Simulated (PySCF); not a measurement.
# Spin-rotation constants: `Br[C@@H]1C[C@@H]2C=C[C@H]1O2`, C6H7BrO

Cartesian coordinates in Å; atom numbers follow the order of the lines, from 1:
```xyz
15

Br   -2.2515   -0.8500   -1.2257
C    -1.2414   -0.2295    0.3138
C    -0.6319    1.1677    0.1410
C     0.8696    0.8437    0.3888
C     1.3212    0.0924   -0.8464
C     0.7945   -1.1176   -0.7293
C     0.0310   -1.0874    0.5789
O     0.7887   -0.1880    1.3622
H    -1.9234   -0.2817    1.1616
H    -1.0055    1.8536    0.8997
H    -0.8008    1.5945   -0.8458
H     1.4814    1.6708    0.7344
H     1.8929    0.5221   -1.6440
H     0.8118   -1.9518   -1.4012
H    -0.1410   -2.0306    1.0899
```

Level of theory: GIAO BHandHLYP/pcSseg-1 magnetisability, rotational g tensor and spin-rotation constants, non-relativistic, gas phase in PySCF 2.14.0. Geometry: GFN2-xTB.

The calculation is non-relativistic, which matters for the atoms heavier than Zn.

Problem. Give the nuclear spin-rotation constants along the inertial axes (H = +C I·J) beside the isotropic shieldings.

Solution. Rotational constants 3.4099, 0.9884, 0.9462 GHz. A star marks the isotopologue with that one atom substituted, in its own axes.
| atom | isotope | Caa (kHz) | Cbb (kHz) | Ccc (kHz) | mean (kHz) | σ (ppm) |
| --- | --- | --- | --- | --- | --- | --- |
| Br1 | 79Br | 2.094 | 1.642 | 1.679 | 1.805 | 2239.6 |
| H9 | 1H | -0.329 | -0.025 | -0.035 | -0.130 | 27.9 |
| H10 | 1H | -0.374 | 0.039 | -0.105 | -0.147 | 29.5 |
| H11 | 1H | -0.310 | -0.109 | -0.002 | -0.141 | 30.6 |
| H12 | 1H | 0.056 | -0.071 | -0.083 | -0.033 | 27.1 |
| H13 | 1H | -0.351 | -0.061 | 0.048 | -0.121 | 25.3 |
| H14 | 1H | -0.278 | 0.076 | -0.100 | -0.101 | 25.2 |
| H15 | 1H | -0.370 | -0.096 | 0.061 | -0.135 | 27.0 |
| C2 | 13C* | 0.583 | 0.203 | 0.197 | 0.328 | 133.2 |
| C3 | 13C* | 0.508 | 0.212 | 0.151 | 0.290 | 146.9 |
| C4 | 13C* | 0.917 | 0.251 | 0.168 | 0.446 | 107.0 |
| C5 | 13C* | 0.826 | 0.420 | 0.316 | 0.521 | 41.8 |
| C6 | 13C* | 0.569 | 0.484 | 0.335 | 0.463 | 40.4 |
| C7 | 13C* | 0.633 | 0.248 | 0.263 | 0.381 | 104.4 |
| O8 | 17O* | -0.609 | -0.146 | -0.151 | -0.302 | 198.8 |

For the geometry as given, no vibrational averaging.

Problem. How do the rotational constants and the g tensor change when H9, H10, H11, H12, H13, H14, H15 are replaced by deuterium?

Solution. Constants 2.8132, 0.9340, 0.8896 GHz; g -0.0028, -0.0097, -0.0087, against -0.0027, -0.0102, -0.0095 before.
